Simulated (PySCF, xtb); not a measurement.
Mg(Br)(SMe) (CH3BrMgS), SMILES C[S][Mg][Br]. Other conformers were not sampled.

Harmonic wavenumbers (cm⁻¹) from GFN2-xTB run with xtb 6.7.1 at its own minimum, in rising order: 42, 61, 119, 164, 273, 395, 711, 937, 945, 1319, 1436, 1452, 2953, 2958, 3033.

Problem. What does PBE-D3(BJ)/def2-SVP in PySCF give at its own minimum? (An estimate is asked for; the answer gives what the named calculation found.)

Solution. 64, 68, 114, 161, 244, 525, 683, 918, 932, 1284, 1404, 1408, 2980, 3083, 3085. Paired by order, the mean absolute difference is 38 cm⁻¹ and the zero-point energies are 24.0 and 24.2 kcal/mol.
